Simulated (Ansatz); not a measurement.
Consider the ligand exchange at the Si–C bond: `[SiH3]C=C=C[SiH3]` + `C/N=C\N` → `C/N=C/N[SiH3]` + `C=C=C[SiH3]`.

Program: Ansatz. Geometries: PBE0-D4/def2-TZVP. ΔE: electronic, gas phase. CCSD(T)/CBS adds triple-zeta CCSD(T) − MP2 to the extrapolated MP2 energy (def2 sets, frozen cores). Double bonds are as drawn, so ΔE can hold a change between cis and trans. Functionals use def2-TZVPP. B3LYP here is the variant with VWN-RPA as its local correlation; programs differ in this. One conformer a species, not always the lowest.

`[SiH3]C=C=C[SiH3]`:

```xyz
13

Si   -1.409    2.088    0.252
C     0.319    1.415    0.388
C     0.532    0.142    0.553
C     0.702   -1.143    0.673
Si    0.858   -2.235   -0.824
H    -1.673    3.066    1.342
H    -1.586    2.794   -1.045
H    -2.371    0.963    0.345
H     1.175    2.085    0.330
H     0.751   -1.573    1.672
H     0.738   -1.397   -2.043
H     2.171   -2.934   -0.823
H    -0.209   -3.271   -0.820
```

`C/N=C\N`:

Cartesian coordinates in Å:
```
C 0.861 -0.511 0.951
N -0.145 0.520 1.012
C -0.808 0.742 -0.045
N -0.712 0.094 -1.247
H 1.365 -0.587 1.915
H 0.433 -1.497 0.721
H 1.635 -0.303 0.195
H -1.581 1.511 -0.023
H 0.091 -0.483 -1.428
H -1.140 0.514 -2.052
```

`C/N=C/N[SiH3]`:

```xyz
13

C     1.419   -1.145    1.334
N     0.398   -0.545    0.525
C     0.662    0.525   -0.095
N    -0.292    1.118   -0.871
Si   -1.871    0.380   -0.994
H     2.367   -0.585    1.328
H     1.077   -1.226    2.370
H     1.622   -2.163    0.987
H     1.638    1.029   -0.052
H    -0.041    1.966   -1.347
H    -2.559    0.325    0.317
H    -2.615    1.292   -1.905
H    -1.805   -0.971   -1.598
```

`C=C=C[SiH3]`:

```xyz
10

C    -1.467   -1.363    0.901
C    -0.903   -0.535    0.072
C    -0.307    0.296   -0.732
Si    1.385    0.971   -0.350
H    -2.100   -1.005    1.706
H    -1.325   -2.434    0.805
H    -0.818    0.596   -1.646
H     1.339    2.455   -0.253
H     2.338    0.619   -1.437
H     1.857    0.400    0.935
```

```tsv
level	ΔE (kJ/mol)	difference from CCSD(T)/CBS
PBE-D4	-40.4	7.9
r2SCAN-D4	-43.8	4.5
PBE0-D4	-42.5	5.8
B3LYP-D4	-48.2	0.1
ωB97M-V	-48.7	-0.4
B2PLYP	-48.6	-0.3
PBE	-40.5	7.8
r2SCAN	-43.9	4.4
B3LYP	-48.3	0.0
MP2/def2-TZVPP	-47.4	0.9
SCS-MP2/def2-TZVPP	-50.3	-2.0
CCSD/def2-TZVPP	-50.7	-2.4
MP2/def2-QZVPP	-47.2	1.1
SCS-MP2/def2-QZVPP	-50.0	-1.7
MP2/CBS(def2)	-46.7	1.6
CCSD/CBS(def2)	-50.0	-1.7
CCSD(T)/CBS	-48.3	0
```

Largest T1 diagnostic among the species: 0.013.

In def2-TZVPP, CCSD(T) changes the Hartree–Fock value by +7.2 kJ/mol (the triples alone add +1.7 kJ/mol) and MP2 by +8.8 kJ/mol.
